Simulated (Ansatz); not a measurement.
Method: frozen-core CCSD(T)/cc-pVTZ // PBE-D3(BJ)/def2-TZVP (Ansatz, a first-principles code).

Ansatz 0.2 input:
```yaml
crystal:
  periodic: [false, false, false]
  atoms:
    - { symbol: Cl, position_ang: [-1.120122, -1.810246, -0.043838] }
    - { symbol: Ga, position_ang: [-0.00003, 0.000028, -0.000009] }
    - { symbol: Cl, position_ang: [-1.007798, 1.875711, 0.006769] }
    - { symbol: Cl, position_ang: [2.127951, -0.065492, 0.037077] }
basis:
  gaussian: { orbitals: cc-pVTZ }
correlation:
  method: ccsd_t
```

Output:

```
Functional definition: HF
895 factors; integrals over basis functions are off by at most 1.2e-3 eV
mean field evaluation 1: about -89851.3627 eV, gradient 2.1e1 eV
mean field evaluation 2: about -89851.4997 eV, gradient 2.2e1 eV
mean field evaluation 4: about -89852.8617 eV, gradient 1.7e0 eV
mean field evaluation 8: about -89852.8827 eV, gradient 1.5e-1 eV
mean field evaluation 16: about -89852.3361 eV, gradient 1.2e1 eV
mean field -89852.88282356 eV, -3302.0325392944 hartree, gradient 8.9e-6 eV, S^2 0.000000; 0 other end points of the search recorded, 0 dependent functions left out
24 core orbitals not correlated
reference -89852.88282356 eV, -3302.0325392944 hartree; 17, 17 occupied and 104, 104 virtual orbitals, 895 factors
second order -19.10372252 eV of doubles, -0.00000000 eV of singles
cycle   1  -19.77287727 eV  change   -6.7e-1 eV  update   9.1e-2
cycle   2  -20.22433663 eV  change   -4.5e-1 eV  update   2.5e-2
cycle   3  -20.29974630 eV  change   -7.5e-2 eV  update   1.2e-2
cycle   4  -20.29028079 eV  change    9.5e-3 eV  update   2.8e-3
cycle   5  -20.28935260 eV  change    9.3e-4 eV  update   9.8e-4
cycle   6  -20.28923623 eV  change    1.2e-4 eV  update   2.6e-4
cycle   7  -20.28919596 eV  change    4.0e-5 eV  update   8.1e-5
cycle   8  -20.28922309 eV  change   -2.7e-5 eV  update   2.3e-5
perturbative correction -0.92572569 eV, -0.0340197917 hartree
Total energy: -89874.09777234 eV, -3302.8121742822 hartree
```

Cost: around 50 core-seconds (rough).
